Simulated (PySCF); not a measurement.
SMILES B/C=C\c1cccs1 (C₆H₇BS) (GFN2-xTB optimised geometry):

```
15

B      0.225    -2.548     1.089
C     -1.091    -2.114     0.429
C     -1.443    -0.878     0.024
C     -0.541     0.235     0.000
C      0.831     0.235     0.000
C      1.387     1.528     0.000
C      0.442     2.505    -0.018
S     -1.151     1.866    -0.043
H      0.700    -1.903     1.944
H      0.718    -3.568     0.792
H     -1.844    -2.885     0.291
H     -2.444    -0.673    -0.340
H      1.409    -0.671    -0.035
H      2.444     1.725     0.005
H      0.582     3.568    -0.026
```

Calculation: PySCF 2.14.0 with PBE/def2-TZVP.

Question: What are the frontier orbital energies and the dipole moment?

Answer: HOMO-2 -7.31 eV, HOMO-1 -6.48 eV, HOMO -5.63 eV, LUMO -2.90 eV, LUMO+1 -1.51 eV; dipole moment 1.46 D.

Meta-Löwdin charges at PBE/def2-TZVP: B1 -0.08, C2 -0.21, C3 -0.08, C4 -0.11, C5 -0.13, C6 -0.15, C7 -0.26, S8 0.30, H9 0.02, H10 0.02, H11 0.13, H12 0.12, H13 0.14, H14 0.14, H15 0.15.
